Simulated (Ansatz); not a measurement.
Breaking the Si3–C2 bond in C2H8O3Si (SMILES CC[Si](O)(O)O) (multiplicity 1 held, fragments rigid). Energies count from the point at 1.860 Å.
Geometry at that point (charge 0, multiplicity 1):
```csv
atom,x (Å),y (Å),z (Å)
C,-2.3783,0.2308,0.3440
C,-1.1083,-0.4301,0.8975
Si,0.4309,-0.0363,-0.0699
O,0.7310,1.5767,-0.1765
O,1.6447,-0.8446,0.7005
O,0.3214,-0.4540,-1.6563
H,-2.2883,1.3185,0.3382
H,-2.5705,-0.0805,-0.6842
H,-3.2555,-0.0278,0.9401
H,-0.9460,-0.1313,1.9384
H,-1.2267,-1.5183,0.9252
H,0.8593,2.0560,0.6449
H,2.5325,-0.7530,0.3433
H,0.2048,-1.3847,-1.8590
```

U- levels take the lowest unrestricted solution at each point, which mixes spins at long bonds. Active spaces are followed from a long bond inwards. Levels need not reach the same state.

Cores are frozen in the correlated methods.

Codes used: Ansatz (Gaussian orbitals). Values without a source in brackets are computed.

Energies in kcal/mol.

```csv
R (Å),U-HF/cc-pV(D+d)Z,U-CCSD/cc-pV(D+d)Z,"CASSCF(2,2)/cc-pV(D+d)Z","FIC-MRCISD on CASSCF(2,2)/cc-pV(D+d)Z","FIC-MRCISD+Q on CASSCF(2,2)/cc-pV(D+d)Z"
1.488,61.0,60.3,59.0,58.5,59.5
1.674,11.2,11.2,12.9,11.4,11.2
1.860,0.0,0.0,0.0,0.0,0.0
2.046,6.4,5.8,4.2,5.6,5.7
2.232,20.3,18.5,15.5,18.0,18.3
2.511,45.3,41.0,35.5,39.6,40.1
2.790,65.0,63.0,53.7,59.1,60.1
3.255,76.4,89.1,74.8,82.0,83.5
3.720,79.4,98.2,85.1,93.4,95.4
4.278,80.4,100.8,89.5,98.4,100.6
5.022,80.8,101.6,90.8,99.9,102.3
```

Doubts at one or more of the structures used: a spin-contaminated determinant (U-HF/cc-pV(D+d)Z, U-CCSD/cc-pV(D+d)Z); the program's own flag: other amplitudes (U-CCSD/cc-pV(D+d)Z).

Ansatz is a first-principles code.
